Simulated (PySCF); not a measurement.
# Simulated characterisation data

- GIAO PBE0/pcSseg-1 shieldings
- geometry from GFN2-xTB
- J: B3LYP/pcJ-1
- run in PySCF 2.14
- non-relativistic, gas phase, one conformer, rapidly exchanging positions averaged

δ = σ(ref) − σ, references computed at the same level: 1H (σ = 31.72 ppm) and 13C (σ = 186.93 ppm) against TMS. Multiplet labels drop J under 1 Hz and among equivalent protons, and merge close values. Unscaled 3J(H,H) run several per cent high. Where no couplings were computed, multiplicities follow the n + 1 count of equivalent neighbours, and m marks all less simple cases (inequivalent or close neighbours, rings, F or P nearby). One-bond C–F couplings are unscaled and too large by tens of Hz. Shifts are as computed. Against solution values, carbons near 30 ppm lie about +3 ppm off and those near 130 ppm about +5 ppm. Of 1211 compounds with measured shifts, 218 miss one by over three times the rms of a fit or turn the order of signals round; such compounds aren't used in these exercises. OH and NH positions are gas-phase values without hydrogen bonding to other molecules.

Compound 1 (C7H6N2O). 1H NMR (500 MHz, computed): δ 8.77 (s, 1H), 8.61 (d, 1H), 7.40 (d, 1H), 5.68 (m, 1H), 3.95 (br s, 2H). 13C{1H} NMR (computed): δ 165.8, 153.6, 148.7, 144.2, 135.4, 116.7, 83.2. Structure: `InChI=1S/C7H6N2O/c8-7-3-5-1-2-9-4-6(5)10-7/h1-4H,8H2`.

Compound 2 (C3H3FN2). 1H NMR (500 MHz, computed): δ 9.17 (br s, 1H), 7.56 (d, J = 4.8 Hz, 1H), 7.35 (d, J = 5.1 Hz, 1H). 13C{1H} NMR (computed): δ 160.9 (d, J = 318.5 Hz), 130.8 (d, J = 7.3 Hz), 117.4 (d, J = 24.4 Hz). Structure: SMILES c1c(F)c[nH]n1.

Compound 3 (C7H6N2O). 1H NMR (500 MHz, computed): δ 2.31 (m, 2H), 1.89 (m, 2H), 1.71 (m, 1H), 1.60 (m, 1H). 13C{1H} NMR (computed): δ 119.7 (C), 55.6 (C), 34.5 (CH2), 22.6 (CH2). Structure: SMILES C1[C@]2(C#N)[C@](C#N)(CC1)O2.
